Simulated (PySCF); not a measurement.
NSi, SMILES N#[Si], multiplicity 2. Coordinates come from a PBE0-D3(BJ)/def2-TZVPD optimisation.

Task: Give the equilibrium geometry at PBE0-D3(BJ)/def2-TZVPD (PySCF confirms it by a frequency run) as a Z-matrix, and its point group. (Estimate from the structure and the level; the computed values follow.)

Result: point group C∞v.
```
Si
N 1 1.5637
```
Charge 0, spin multiplicity 2.
